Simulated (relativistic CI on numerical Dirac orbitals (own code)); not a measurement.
**Cr³⁺ in a cubic cluster: 3p photoemission with charge transfer**

Computed with a charge-transfer multiplet model of a cubic metal-ligand cluster with up to one ligand hole, Slater and spin-orbit integrals from Dirac-Coulomb-Breit ions, Slater integrals scaled by 0.8. The ground state mixes d3 with configurations of k ligand holes L, whose averages lie at kΔ + k(k − 1)U_dd/2; a core hole lowers each added d electron by U_cd. 20 K, Lorentzian 0.9 eV and Gaussian 0.8 eV FWHM.

Atomic integrals in eV (Slater integrals scaled, ζ unscaled), ground: F2dd 8.574, F4dd 5.368, zeta_d 0.033; with the core hole: F2dd 9.411, F4dd 5.928, zeta_d 0.038, zeta_core 0.708, F2cd 9.908, G1cd 12.232, G3cd 7.516.

Cluster parameters (eV): Δ = 3.9, U_dd = 5.7, U_cd = 6.8, 10Dq = 1.65, 10Dq(ligand) = 0.5, final-state hopping factor = 1.

| Case | n_d | d3 | d4L | S |
| --- | --- | --- | --- | --- |
| V(eg) = 1.15 eV, V(t2g) = -0.63 eV | 3.18 | 0.82 | 0.18 | 1.50 |
| V(eg) = 1.45 eV, V(t2g) = -0.79 eV | 3.23 | 0.77 | 0.23 | 1.50 |
| V(eg) = 1.75 eV, V(t2g) = -0.95 eV | 3.26 | 0.74 | 0.26 | 1.50 |

Weights, n_d and S are thermal averages at 20 K. Binding energies count from the first peak over 30 % of the highest in each spectrum, which can be another peak from case to case. The parameters are a model scan and need not match a compound or its usual spin state. Peaks in eV (height, largest 100):
- V(eg) = 1.15 eV, V(t2g) = -0.63 eV: 0.0 (71), 2.5 (100), 7.5 (78), 12.4 (26), 13.7 (20), 15.7 (12), 20.7 (25), 25.8 (13)
- V(eg) = 1.45 eV, V(t2g) = -0.79 eV: 0.0 (89), 2.5 (100), 8.2 (52), 10.0 (28), 12.6 (19), 14.4 (19), 20.5 (23), 26.5 (9)
- V(eg) = 1.75 eV, V(t2g) = -0.95 eV: 0.0 (100), 2.5 (90), 9.0 (34), 14.7 (18), 20.4 (19), 27.4 (6)

Curve for V(eg) = 1.15 eV, V(t2g) = -0.63 eV (points under 2 left out, the grid thinned):

(E (eV), Intensity): (-3.6, 2.8), (-2.8, 4.2), (-2.1, 6.5), (-1.3, 14.9), (-0.6, 43.4), (0.2, 68.1), (1.0, 36.1), (1.7, 52.7), (2.5, 100.0), (3.3, 77.9), (4.0, 67.1), (4.8, 58.2), (5.5, 49.0), (6.3, 45.8), (7.1, 70.2), (7.8, 74.2), (8.6, 46.4), (9.3, 39.1), (10.1, 31.1), (10.9, 24.3), (11.6, 23.4), (12.4, 26.1), (13.2, 21.3), (13.9, 20.3), (14.7, 14.7), (15.4, 12.0), (16.2, 11.4), (17.0, 8.0), (17.7, 5.5), (18.5, 5.5), (19.2, 10.0), (20.0, 20.1), (20.8, 24.9), (21.5, 15.6), (22.3, 7.0), (23.0, 4.8), (23.8, 5.3), (24.6, 7.8), (25.3, 11.4), (26.1, 12.0), (26.9, 5.4), (27.6, 2.6), (28.4, 2.1), (29.1, 3.2), (29.9, 2.2)

For the case V(eg) = 1.45 eV, V(t2g) = -0.79 eV, Δ = 3.9 eV is smaller than U_dd = 5.7 eV, the charge-transfer side of the Zaanen-Sawatzky-Allen scheme. With the core hole the average of the configuration with one ligand hole lies at Δ − U_cd = -2.9 eV before mixing: the effective hopping of about 3.1 eV (from the holes of the mixed ground state) is comparable with this gap or larger, so the configurations mix strongly.

With at most 1 ligand hole the space is cut while the next configuration still counts, so covalency is underestimated, and a final configuration with one more ligand hole, which can lie low, is missing from the spectra.
